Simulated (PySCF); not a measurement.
C4H3O, charge -1, singlet, at a GFN2-xTB geometry (in this run its highest filled SCF level lies above zero, so its values depend strongly on the basis, on diffuse functions most of all); CCSD(T)/STO-3G in PySCF.

The PySCF input:
```python
from pyscf import gto, scf, cc

mol = gto.M(
    atom='''
O    -0.00434124    0.04793050    1.16904018
C     0.01699507    1.22054995    0.39478422
C    -0.01760528   -1.04457952    0.36698234
C     0.01553600    0.75294446   -0.91996930
C    -0.00610386   -0.66403323   -0.93846348
H    -0.03459745   -2.01935969    0.83917224
H     0.02893664    1.37399554   -1.81376634
H    -0.01254091   -1.32736979   -1.79773000
''',
    basis='sto-3g',
    charge=-1,
    verbose=4,
)

mf = scf.RHF(mol)
mf.kernel()

mycc = cc.CCSD(mf)
mycc.kernel()
et = mycc.ccsd_t()
print('E(CCSD(T)) = %.10f' % (mycc.e_tot + et))
```

What the program printed (banner, timings and long lists left out):

```
PySCF version 2.14.0

[INPUT] verbose = 4
[INPUT] num. atoms = 8
[INPUT] num. electrons = 36
[INPUT] charge = -1
[INPUT] spin (= nelec alpha-beta = 2S) = 0
[INPUT] symmetry False subgroup None
[INPUT] Mole.unit = angstrom
[INPUT] Symbol           X                Y                Z      unit          X                Y                Z       unit  Magmom
[INPUT]  1 O     -0.004341240000   0.047930500000   1.169040180000 AA   -0.008203754641   0.090575518013   2.209165768812 Bohr   0.0
[INPUT]  2 C      0.016995070000   1.220549950000   0.394784220000 AA    0.032116027768   2.306505126852   0.746034054100 Bohr   0.0
[INPUT]  3 C     -0.017605280000  -1.044579520000   0.366982340000 AA   -0.033269157546  -1.973969208130   0.693496115152 Bohr   0.0
[INPUT]  4 C      0.015536000000   0.752944460000  -0.919969300000 AA    0.029358785071   1.422858816409  -1.738490020008 Bohr   0.0
[INPUT]  5 C     -0.006103860000  -0.664033230000  -0.938463480000 AA   -0.011534623703  -1.254840942310  -1.773438955106 Bohr   0.0
[INPUT]  6 H     -0.034597450000  -2.019359690000   0.839172240000 AA   -0.065379705108  -3.816036761087   1.585805704938 Bohr   0.0
[INPUT]  7 H      0.028936640000   1.373995540000  -1.813766340000 AA    0.054682324565   2.596475266974  -3.427521636555 Bohr   0.0
[INPUT]  8 H     -0.012540910000  -1.327369790000  -1.797730000000 AA   -0.023698885253  -2.508365369121  -3.397217345914 Bohr   0.0

nuclear repulsion = 151.035740319272
number of shells = 18
number of NR pGTOs = 84
number of NR cGTOs = 28
basis = sto-3g
ecp = {}

******** <class 'pyscf.scf.hf.RHF'> ********
method = RHF
initial guess = minao
damping factor = 0
level_shift factor = 0
DIIS = <class 'pyscf.scf.diis.CDIIS'>
diis_start_cycle = 1
diis_space = 8
diis_damp = 0
SCF conv_tol = 1e-09
SCF conv_tol_grad = None
SCF max_cycles = 50
direct_scf = True
direct_scf_tol = 1e-13
Set gradient conv threshold to 3.16228e-05
Initial guess from minao.
init E= -226.481378746888
  HOMO = -0.105308219336502  LUMO = 0.178080517761076  gap/eV = 7.71140
cycle= 1 E= -224.866831684184  delta_E= 1.61  |g|= 0.457  |ddm|= 4.11
  HOMO = 0.142721498357446  LUMO = 0.582323541188892  gap/eV = 11.96218
cycle= 2 E= -224.946029629841  delta_E= -0.0792  |g|= 0.186  |ddm|= 0.889
  HOMO = 0.0680518200652072  LUMO = 0.592378092844286  gap/eV = 14.26764
cycle= 3 E= -224.95701942426  delta_E= -0.011  |g|= 0.0439  |ddm|= 0.297
  HOMO = 0.0527006422928753  LUMO = 0.582670226222932  gap/eV = 14.42121
cycle= 4 E= -224.95829937201  delta_E= -0.00128  |g|= 0.0168  |ddm|= 0.109
  HOMO = 0.0548446348318998  LUMO = 0.583352821754581  gap/eV = 14.38144
cycle= 5 E= -224.958517227406  delta_E= -0.000218  |g|= 0.00883  |ddm|= 0.0453
  HOMO = 0.055774042358735  LUMO = 0.584806287263487  gap/eV = 14.39570
cycle= 6 E= -224.958584446411  delta_E= -6.72e-05  |g|= 0.0026  |ddm|= 0.0273
  HOMO = 0.0552164869732568  LUMO = 0.5845329197722  gap/eV = 14.40343
cycle= 7 E= -224.958592832081  delta_E= -8.39e-06  |g|= 0.000641  |ddm|= 0.0111
  HOMO = 0.0552313189570373  LUMO = 0.584485455114742  gap/eV = 14.40174
cycle= 8 E= -224.958593130369  delta_E= -2.98e-07  |g|= 0.000204  |ddm|= 0.00197
  HOMO = 0.0552295556149267  LUMO = 0.584502720080861  gap/eV = 14.40226
cycle= 9 E= -224.958593154533  delta_E= -2.42e-08  |g|= 4.68e-05  |ddm|= 0.000562
  HOMO = 0.0552313556462507  LUMO = 0.584505647803644  gap/eV = 14.40229
cycle= 10 E= -224.958593156201  delta_E= -1.67e-09  |g|= 1.4e-05  |ddm|= 0.000141
  HOMO = 0.0552307326743988  LUMO = 0.584503571826373  gap/eV = 14.40225
cycle= 11 E= -224.958593156361  delta_E= -1.6e-10  |g|= 4.48e-06  |ddm|= 4.17e-05
  HOMO = 0.0552304021578243  LUMO = 0.584503996988932  gap/eV = 14.40227
Extra cycle  E= -224.958593156375  delta_E= -1.4e-11  |g|= 2.15e-06  |ddm|= 9.89e-06
converged SCF energy = -224.958593156375

******** <class 'pyscf.cc.ccsd.CCSD'> ********
CC2 = 0
CCSD nocc = 18, nmo = 28
max_cycle = 50
direct = 0
conv_tol = 1e-07
conv_tol_normt = 1e-05
diis_space = 6
diis_start_cycle = 0
diis_start_energy_diff = 1e+09
Init t2, MP2 energy = -225.224461814792  E_corr(MP2) -0.26586865841753
Init E_corr(CCSD) = -0.265868658420362
cycle = 1  E_corr(CCSD) = -0.293023171375925  dE = -0.027154513  norm(t1,t2) = 0.0730763
cycle = 2  E_corr(CCSD) = -0.306365903369374  dE = -0.013342732  norm(t1,t2) = 0.0262321
cycle = 3  E_corr(CCSD) = -0.311018273631346  dE = -0.00465237026  norm(t1,t2) = 0.0132934
cycle = 4  E_corr(CCSD) = -0.313563592651406  dE = -0.00254531902  norm(t1,t2) = 0.00528928
cycle = 5  E_corr(CCSD) = -0.313436654384759  dE = 0.000126938267  norm(t1,t2) = 0.00141932
cycle = 6  E_corr(CCSD) = -0.313399167803317  dE = 3.74865814e-05  norm(t1,t2) = 0.000370385
cycle = 7  E_corr(CCSD) = -0.313397552855961  dE = 1.61494736e-06  norm(t1,t2) = 0.000153968
cycle = 8  E_corr(CCSD) = -0.313399986884456  dE = -2.43402849e-06  norm(t1,t2) = 3.97206e-05
cycle = 9  E_corr(CCSD) = -0.313400737283208  dE = -7.50398752e-07  norm(t1,t2) = 1.52442e-05
cycle = 10  E_corr(CCSD) = -0.313400943517185  dE = -2.06233977e-07  norm(t1,t2) = 5.31696e-06
cycle = 11  E_corr(CCSD) = -0.313400902345766  dE = 4.11714188e-08  norm(t1,t2) = 1.92084e-06
CCSD converged
E(CCSD) = -225.2719940587205  E_corr = -0.3134009023457661
CCSD(T) correction = -0.00964174499791006
E(CCSD(T)) = -225.2816358037
```
